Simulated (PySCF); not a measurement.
Delta-SCF ions had no search for a lower state. Excitations are Tamm–Dancoff values on a coarser integration grid. The basis has no diffuse functions, so Rydberg states are missing or too high.

## C2HF, SMILES `FC#C` (charge 0, multiplicity 1)

Computed with ωB97X-D3(BJ)/def2-TZVP // B3LYP-D3(BJ)/def2-TZVP (PySCF).

```json
{
 "HOMO": "-10.84 eV",
 "dipole_moment": "0.62 D",
 "HOMO–LUMO gap": "14.19 eV",
 "LUMO": "3.35 eV",
 "S1 excitation (TDA)": "7.35 eV",
 "S1 oscillator strength": "0.000",
 "brightest of the four lowest singlets (TDA)": "8.02 eV",
 "T1 excitation (TDA)": "6.20 eV",
 "S1–T1 gap (TDA)": "1.15 eV",
 "vertical ionisation energy (Delta-SCF)": "11.29 eV",
 "total_energy": "-176.6523 Ha",
 "cost": "roughly 40 core-seconds"
}
```

```xyz
4

C     -0.6296     0.0712     0.3704
C      0.5248    -0.0593     0.1023
F      1.7617    -0.1991    -0.1850
H     -1.6569     0.1872     0.6090
```
